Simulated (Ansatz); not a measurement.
**ClH4InN2: structure from calculated spectroscopic constants**

These gas-phase data were calculated for one isomer of ClH4InN2 at PBE0-D4/def2-SVP (harmonic, unscaled wavenumbers; equilibrium rotational constants with average atomic masses):

| Quantity | Value |
| --- | --- |
| rotational constants | 4.414, 2.417, 1.567 GHz |
| all wavenumbers above 1500 cm⁻¹ | 3676, 3676, 3569, 3569, 1527, 1524 |

Candidates:

(1) `N[NH][InH][Cl]`, a singlet
(2) `[NH2][In]([NH2])[Cl]`, a singlet

Question: Assign the data to one candidate and say why.

Answer: Candidate (2). 4 modes lie between 3250 and 3800 cm⁻¹, one for each N–H bond, while (1) has 3.

The same quantities for all candidates:

```
     rotational constants (GHz)         wavenumbers above 1500 cm⁻¹  E above the lowest, PBE0-D4/def2-SVP (kcal/mol)
(1)         7.633, 1.552, 1.299        3604, 3591, 3506, 1854, 1661                                             35.9
(2)         4.414, 2.417, 1.567  3676, 3676, 3569, 3569, 1527, 1524                                              0.0
```

Harmonic stretches to hydrogen usually lie a few per cent above observed fundamentals. Each candidate is one conformer. Atoms past krypton carry core potentials. Programs: Ansatz 0.2.0.
